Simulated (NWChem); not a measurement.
System: RbCl; SMILES [Rb][Cl]

```xyz
2

Rb     0.0000     0.0000    -0.9031
Cl     0.0000     0.0000     1.9115
```
Atoms are numbered in this order, from 1.

Program: NWChem. Coordinates come from a PBE0/def2-SVP optimisation. def2 effective core potentials on Rb; no spin-orbit coupling. Vertical excitations in the gas phase; the lowest state need not have the same character in each row.

```
level                           lowest excitation, singlet (eV)  oscillator strength of that lowest state  lowest state with f > 0.02, singlet (eV)  oscillator strength of that bright state  lowest triplet (eV)  orbital gap (eV)
------------------------------  -------------------------------  ----------------------------------------  ----------------------------------------  ----------------------------------------  -------------------  ----------------
PBE/def2-SVP, full TDDFT                                   2.54                                     0.005                                      2.95                                     0.087                 2.48              2.53
B3LYP/def2-SVP, full TDDFT                           (withheld)                                     0.008                                (withheld)                                (withheld)           (withheld)        (withheld)
CAM-B3LYP/def2-SVP, full TDDFT                             3.74                                     0.018                                      4.01                                     0.074                 3.70              5.93
LRC-wPBEh/def2-SVP, full TDDFT                             3.96                                     0.021                                      3.96                                     0.021                 3.89              7.03
```

Question: Complete the blanks.

Answer: 
- B3LYP/def2-SVP, full TDDFT, lowest excitation, singlet (eV): 3.02
- B3LYP/def2-SVP, full TDDFT, lowest state with f > 0.02, singlet (eV): 3.36
- B3LYP/def2-SVP, full TDDFT, oscillator strength of that bright state: 0.080
- B3LYP/def2-SVP, full TDDFT, lowest triplet (eV): 2.98
- B3LYP/def2-SVP, full TDDFT, orbital gap (eV): 3.73
